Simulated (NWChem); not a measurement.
System: MgGeH4O; SMILES [GeH3][Mg][OH]

NWChem printed, in part:

```
             Northwest Computational Chemistry Package (NWChem) 7.3.0
             --------------------------------------------------------

                             Geometry "geometry" -> ""
                             -------------------------

 Output coordinates in angstroms (scale by  1.889725989 to convert to a.u.)

  No.       Tag          Charge          X              Y              Z
 ---- ---------------- ---------- -------------- -------------- --------------
    1 Mg                  12.0000    -0.15835500    -1.27404700     0.00023000
    2 O                    8.0000    -0.19176600    -3.03844500     0.00035800
    3 H                    1.0000    -0.21196900    -3.98936800     0.00042700
    4 Ge                  32.0000    -0.10956600     1.29521400     0.00004400
    5 H                    1.0000    -1.51625600     1.93273900     0.10793700
    6 H                    1.0000     0.70439800     1.89093400     1.17446300
    7 H                    1.0000     0.51744200     1.89424500    -1.28246900

 Effective nuclear repulsion energy (a.u.)     190.7659655710

  pbe96 is a nonlocal functional; adding pw91lda local functional.
                              NWChem Property Module
                              ----------------------

                                 NWChem DFT Module
                                 -----------------

 Summary of "ao basis" -> "ao basis" (spherical)
 ------------------------------------------------------------------------------
       Tag                 Description            Shells   Functions and Types
 ---------------- ------------------------------  ------  ---------------------
 Mg                        def2-svpd                 9       21   4s4p1d
 O                         def2-svpd                 9       23   4s3p2d
 H                         def2-svpd                 4        8   2s2p
 Ge                        def2-svpd                14       38   6s4p4d

            General Information
            -------------------
          SCF calculation type: DFT
          Wavefunction type:  closed shell.
          No. of atoms     :     7
          No. of electrons :    56
           Alpha electrons :    28
            Beta electrons :    28
          Charge           :     0
          Spin multiplicity:     1
          Use of symmetry is: off; symmetry adaption is: off
          Maximum number of iterations: 150
          AO basis - number of functions:   114
                     number of shells:    48
          Convergence on energy requested:  1.00D-06
          Convergence on density requested:  1.00D-05
          Convergence on gradient requested:  5.00D-04

              XC Information
              --------------
          PerdewBurkeErnzerhof Exchange Functional  1.000
            Perdew 1991 LDA Correlation Functional  1.000 local
           PerdewBurkeErnz. Correlation Functional  1.000 non-local

             Grid Information
             ----------------
          Grid used for XC integration:  medium
          Radial quadrature: Mura-Knowles
          Angular quadrature: Lebedev.
          Tag              B.-S. Rad. Rad. Pts. Rad. Cut. Ang. Pts.
          ---              ---------- --------- --------- ---------
          Mg                  1.50       88          12.0       590
          O                   0.60       49          14.0       434
          H                   0.35       45          15.0       434
          Ge                  1.25      112          13.0       590
          Grid pruning is: on
          Number of quadrature shells:   429
          Spatial weights used:  Erf1

      Superposition of Atomic Density Guess
      -------------------------------------

 Sum of atomic energies:       -2351.26989607

      Non-variational initial energy
      ------------------------------

 Total energy =   -2351.792875
 1-e energy   =   -3658.580609
 2-e energy   =    1116.021768
 HOMO         =      -0.314178
 LUMO         =      -0.048432

   convergence    iter        energy       DeltaE   RMS-Dens  Diis-err
 ---------------- ----- ----------------- --------- --------- ---------
 d= 0,ls=0.0,diis     1  -2353.7140321983 -2.54D+03  2.30D-02  1.00D+00
 d= 0,ls=0.0,diis     2  -2350.5318119554  3.18D+00  1.80D-02  1.94D+01
 d= 0,ls=0.0,diis     3  -2353.8369102357 -3.31D+00  2.93D-03  6.12D-02
 d= 0,ls=0.0,diis     4  -2353.8410295277 -4.12D-03  1.02D-03  2.35D-02
 d= 0,ls=0.0,diis     5  -2353.8431942540 -2.16D-03  3.52D-04  4.47D-04
  Resetting Diis
 d= 0,ls=0.0,diis     6  -2353.8432828211 -8.86D-05  1.22D-04  3.91D-05
 d= 0,ls=0.0,diis     7  -2353.8432905183 -7.70D-06  7.75D-05  1.08D-05
 d= 0,ls=0.0,diis     8  -2353.8432886204  1.90D-06  3.93D-05  3.47D-05
 d= 0,ls=0.0,diis     9  -2353.8432917551 -3.13D-06  7.71D-06  9.08D-07
 d= 0,ls=0.0,diis    10  -2353.8432918672 -1.12D-07  1.70D-06  7.35D-08

         Total DFT energy =    -2353.843291867198
      One electron energy =    -3660.667263658249
           Coulomb energy =     1221.102605329088
    Exchange-Corr. energy =     -105.044599109086
 Nuclear repulsion energy =      190.765965571048

 Numeric. integr. density =       56.000007541502

                       DFT Final Molecular Orbital Analysis
                       ------------------------------------

 Vector   26  Occ=2.000000D+00  E=-2.367336D-01
              MO Center= -1.9D-01, -3.0D+00,  4.5D-04, r^2= 9.3D-01
   Bfn.  Coefficient  Atom+Function         Bfn.  Coefficient  Atom+Function
  ----- ------------  ---------------      ----- ------------  ---------------
    26      0.599568  2 O  px                29      0.411012  2 O  px
    32      0.075849  2 O  px                 8      0.069152  1 Mg px
    50      0.066758  3 H  px                 5      0.059748  1 Mg px
    17     -0.047385  1 Mg d -2              11      0.037815  1 Mg px
    40      0.032605  2 O  d -2              47      0.030351  3 H  px

 Vector   27  Occ=2.000000D+00  E=-2.367334D-01
              MO Center= -1.9D-01, -3.0D+00,  2.6D-04, r^2= 9.3D-01
   Bfn.  Coefficient  Atom+Function         Bfn.  Coefficient  Atom+Function
  ----- ------------  ---------------      ----- ------------  ---------------
    28      0.599703  2 O  pz                31      0.411111  2 O  pz
    34      0.075864  2 O  pz                10      0.069188  1 Mg pz
    52      0.066774  3 H  pz                 7      0.059772  1 Mg pz
    18     -0.047375  1 Mg d -1              13      0.037820  1 Mg pz
    41      0.032620  2 O  d -1              49      0.030360  3 H  pz

 Vector   28  Occ=2.000000D+00  E=-2.326613D-01
              MO Center= -1.2D-01,  5.5D-01,  9.1D-05, r^2= 3.0D+00
   Bfn.  Coefficient  Atom+Function         Bfn.  Coefficient  Atom+Function
  ----- ------------  ---------------      ----- ------------  ---------------
     3      0.361861  1 Mg s                 66     -0.345979  4 Ge py
    69     -0.253736  4 Ge py                63      0.203425  4 Ge py
     2      0.202128  1 Mg s                  9      0.184936  1 Mg py
    57      0.154280  4 Ge s                 91     -0.128994  5 H  s
    99     -0.129117  6 H  s                107     -0.129119  7 H  s

 Vector   29  Occ=0.000000D+00  E=-6.306844D-02
              MO Center= -1.5D-01, -8.1D-01,  1.9D-04, r^2= 7.9D+00
   Bfn.  Coefficient  Atom+Function         Bfn.  Coefficient  Atom+Function
  ----- ------------  ---------------      ----- ------------  ---------------
    25      1.415781  2 O  s                  3     -1.161398  1 Mg s
    57      1.020521  4 Ge s                 58     -0.826070  4 Ge s
     4     -0.800072  1 Mg s                 12      0.643546  1 Mg py
    56      0.393730  4 Ge s                 46     -0.381445  3 H  s
    33      0.366048  2 O  py                24      0.241811  2 O  s

 Vector   30  Occ=0.000000D+00  E=-4.256958D-02
              MO Center= -6.9D-02, -4.4D-01,  2.2D-02, r^2= 6.4D+00
   Bfn.  Coefficient  Atom+Function         Bfn.  Coefficient  Atom+Function
  ----- ------------  ---------------      ----- ------------  ---------------
    11      0.449334  1 Mg px                 8      0.247478  1 Mg px
    14      0.225161  1 Mg px                91      0.157079  5 H  s
    92      0.152577  5 H  s                  5      0.138415  1 Mg px
    26     -0.132065  2 O  px                17      0.126357  1 Mg d -2
    13     -0.119384  1 Mg pz                86     -0.110348  4 Ge d -2

 Vector   31  Occ=0.000000D+00  E=-4.256931D-02
              MO Center= -2.2D-01, -4.4D-01, -2.2D-02, r^2= 6.4D+00
   Bfn.  Coefficient  Atom+Function         Bfn.  Coefficient  Atom+Function
  ----- ------------  ---------------      ----- ------------  ---------------
    13      0.449421  1 Mg pz                10      0.247532  1 Mg pz
    16      0.225219  1 Mg pz                99     -0.150592  6 H  s
   100     -0.146208  6 H  s                  7      0.138445  1 Mg pz
    28     -0.132098  2 O  pz                18      0.126765  1 Mg d -1
   107      0.121422  7 H  s                 11      0.119365  1 Mg px

     Multipole analysis of the density
     ---------------------------------

     L   x y z        total         alpha         beta         nuclear
     -   - - -        -----         -----         ----         -------
     0   0 0 0     -0.000000    -28.000000    -28.000000     56.000000

[...]

 DFT Linear Response polarizability / au
 Frequency  =       0.0000000 / au
              X              Y              Z
 -----------------------------------------------
 X      63.6399056      0.5592158     -0.0003414
 Y       0.5592182     93.4336457     -0.0026491
 Z      -0.0003414     -0.0026493     63.6299762
 -----------------------------------------------
 Eigenvalues =      63.6292892     93.4441384     63.6300998
 Isotropic   =      73.5678425
 Anisotropic =      29.8144440
 -----------------------------------------------

 Magnetic Dipole Response Matrix (nonzero elements):

 Exiting AOResponse driver routine
```

Level: PBE/def2-SVPD. Structure relaxed at the PBE0/def2-SVP level.

Q: Reconstruct the input file.

A: One answer among several that fit: the input that was run:
```
start job
memory heap 200 mb stack 900 mb global 1100 mb
geometry units angstroms noautosym nocenter noautoz
  Mg    -0.158355    -1.274047     0.000230
  O     -0.191766    -3.038445     0.000358
  H     -0.211969    -3.989368     0.000427
  Ge    -0.109566     1.295214     0.000044
  H     -1.516256     1.932739     0.107937
  H      0.704398     1.890934     1.174463
  H      0.517442     1.894245    -1.282469
end
basis spherical
  * library def2-svpd
end
dft
  xc xpbe96 cpbe96
  iterations 150
end
property
  response 1 0.0
end
task dft property
```
